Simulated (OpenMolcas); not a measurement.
A calculation on N V.

| Quantity | Value |
| --- | --- |
| Program | OpenMolcas |
| Method | SS-CASPT2, IPEA 0.25 Eh, imaginary shift 0.1 Eh (closed shells correlated: 1s) |
| Basis | ANO-RCC-VTZP [4s3p2d1f] |
| Scalar Hamiltonian | DKH2, point nucleus |
| Active space | 1 electron in 4 orbitals (2s 2p) |
| State averaging | 2S+1 = 2 even, 1 root; 2S+1 = 2 odd, 3 roots |
| Spin-orbit coupling | state interaction with AMFI integrals over the reference wave functions, term energies averaged over their components |

Problem. Which level of the active space comes out lowest?

Solution. 2s 2S 1/2, with 100 % of that term.

Problem. How high does 2p 2P* 3/2 lie?

Solution. 81115 cm-1 above the lowest level.

Problem. How high does 2p 2P* 1/2 lie?

Solution. 80866 cm-1 above the lowest level.

With one active electron, CASPT2 adds the correlation within the correlated inactive shells and between them and that electron, and leaves the splitting within a term as the reference gives it. Only configurations of the active space appear.

* marks odd parity.
